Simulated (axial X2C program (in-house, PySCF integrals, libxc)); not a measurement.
## Potential curves of CuSn, two-component

All values were computed with an in-house all-electron X2C program for linear molecules (integrals from PySCF). Two-component (2c) means X2C with spin–orbit coupling and atomic mean-field two-electron Coulomb and Gaunt terms. Basis: Sn dyall-v3z [11s12p9d1f], Cu dyall-v3z [9s9p6d3f2g] (cores contracted in-house); Gaussian nuclei, density fitting, unrestricted open shells. Masses: Sn 119.902 u, Cu 62.930 u.

State: Ω = 1/2 (⟨Sz⟩ = -0.49, ⟨Lz⟩ = 0.99 at r2SCAN0). Energies in kJ/mol from the lowest point of each curve. Fits are polynomials in 1 − R0/R over 0.85 to 1.23 times the lowest point R0.

| R (Å) | r2SCAN0 |
| --- | --- |
| 2.1515 | 46.79 |
| 2.2504 | 17.64 |
| 2.3246 | 5.97 |
| 2.3988 | 0.63 |
| 2.4730 | 0.00 |
| 2.5596 | 3.61 |
| 2.6461 | 10.52 |
| 2.7574 | 22.62 |
| 2.8934 | 40.22 |
| 3.0912 | 67.71 |

The state is one determinant whose occupation by symmetry is held fixed; it was picked as the lowest of a PBE0 search that is not exhaustive. Density functionals use the spin component along the axis (collinear). Without a current term, density functionals place determinants with orbital angular momentum somewhat too high.

Problem. What are Re and ωe at the r2SCAN0 level?

Solution. At r2SCAN0, 2c: Re = 2.447 Å, ωe ≈ 219 cm⁻¹; Be follows as 0.0682 cm⁻¹.
